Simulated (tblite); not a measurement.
C6H15P.
Structure used (GFN2-xTB), in Å, numbered top down from 1:
```xyz
22
C6H15P angstrom
C     -1.6039   -2.2651    0.3310
C     -0.2685   -1.5474    0.4743
P     -0.1292   -0.0811   -0.6733
C      1.5539    0.5125   -0.1243
C      2.6804   -0.3174   -0.7249
C     -1.1591    1.1188    0.3198
C     -1.2148    2.4979   -0.3234
H     -2.4272   -1.6224    0.6346
H     -1.7657   -2.5591   -0.7041
H     -1.6251   -3.1598    0.9513
H     -0.1132   -1.2230    1.5079
H      0.5374   -2.2364    0.2086
H      1.6523    1.5469   -0.4640
H      1.6094    0.5052    0.9687
H      2.6011   -0.3326   -1.8099
H      2.6431   -1.3438   -0.3665
H      3.6489    0.1016   -0.4561
H     -2.1703    0.7062    0.3671
H     -0.7686    1.1843    1.3400
H     -0.2303    2.9601   -0.3414
H     -1.8865    3.1515    0.2310
H     -1.5746    2.4224   -1.3474
```

All values are computed: GFN2-xTB (tblite) harmonic vibrations without scaling, gas phase. The method is semi-empirical: single wavenumbers can be off by several per cent or more. One conformer, not necessarily the lowest.

Task: How many normal modes are there?

Result: 22 atoms, non-linear: 3N − 6 = 60.

Task: What is the point group of the computed structure, and how do the modes divide by symmetry?

Result: C3. The characters give 20 non-degenerate and 20 twofold fundamentals, 20 of them totally symmetric.

Task: How many distinct wavenumbers does the calculation give?

Result: 40, with degenerate components joined.

Task: What thermal excitation has the softest real mode at 298.15 K?

Result: θ = hcν̃/k = 36 K for 25.3 cm⁻¹, so N1/N0 = 0.89 and ⟨v⟩ = 1/(exp(θ/T) − 1) = 7.7.
